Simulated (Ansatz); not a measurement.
One change: `[CH3][Al]([OH])[CH2]F` becomes `[CH3][Al]([OH])[OH]`.

Ansatz, PBE0-D4/def2-TZVP geometries, multiplicity 1. Each molecule was computed in one conformer, which needn't be the lowest.

| property | `[CH3][Al]([OH])[CH2]F` |
| --- | --- |
| HOMO–LUMO gap (ωB97M-V/def2-TZVPP) / eV | 11.17 |
| HOMO energy (PBE/def2-TZVPP) / eV | -6.11 |
| LUMO energy (PBE0/def2-TZVPP) / eV | -0.19 |
| size of the dipole moment (PBE/def2-TZVPP) / D | 1.56 |
| size of the dipole moment (B3LYP/def2-TZVPP) / D | 1.70 |
| HOMO energy (ωB97M-V/def2-TZVPP) / eV | -9.82 |

(1) What does the change do to each property? (Estimate.)

Results:

(1) Ansatz gave: 
```tsv
property	`[CH3][Al]([OH])[OH]`	shift
HOMO–LUMO gap (ωB97M-V/def2-TZVPP) / eV	12.27	1.10
HOMO energy (PBE/def2-TZVPP) / eV	-7.16	-1.05
LUMO energy (PBE0/def2-TZVPP) / eV	-0.11	0.08
size of the dipole moment (PBE/def2-TZVPP) / D	1.54	-0.02
size of the dipole moment (B3LYP/def2-TZVPP) / D	1.64	-0.06
HOMO energy (ωB97M-V/def2-TZVPP) / eV	-10.90	-1.08
```

With PBE0 the HOMO falls by 1.05 eV and the LUMO rises by 0.08 eV, so the gap widens by about 1.13 eV. PBE moves the HOMO by -1.05 eV and ωB97M-V by -1.08 eV. Dipoles are sizes alone; their direction can turn.

B3LYP here is the variant with VWN-RPA as its local correlation; programs differ in this.
